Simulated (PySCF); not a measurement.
# Cu⁺ (copper, charge +1) across methods

[Ar] 3d9 4s1, high-spin 3D determinant (an excited configuration). All numbers are calculated (PySCF 2.14, the spin-free X2C one-electron Hamiltonian (Gaussian nucleus), in x2c-TZVPPall (6s5p4d2f1g, 64 functions)).

| method | E (hartree) | mean ε 3d α (eV) | mean ε 3d β (eV) | mean ε 4s α (eV) | Σ⟨r²⟩ (bohr²) | ⟨S²⟩ |
| --- | --- | --- | --- | --- | --- | --- |
| wB97X | -1654.404 | -24.870 | -23.671 | -16.908 | 23.33 | 2.000 |
| M06-L | -1654.287 | -19.958 | -18.547 | -14.056 | 23.19 | 2.000 |
| M06 | -1654.340 | -22.821 | -21.433 | -15.162 | 23.22 | 2.001 |
| r2SCAN | -1654.335 | -20.009 | -18.671 | -14.553 | 23.28 | 2.001 |
| BHandHLYP | -1654.328 | -25.084 | -23.707 | -15.599 | 23.20 | 2.000 |
| PBE0 | -1654.124 | -22.403 | -21.074 | -14.924 | 23.29 | 2.000 |
| UHF | -1652.86369 | -29.754 | -28.072 | -16.560 | 23.23 | 2.001 |
| LDA | -1651.464 | -20.057 | -18.784 | -14.491 | 23.40 | 2.000 |
| PBE | -1654.116 | -19.718 | -18.476 | -14.217 | 23.46 | 2.000 |
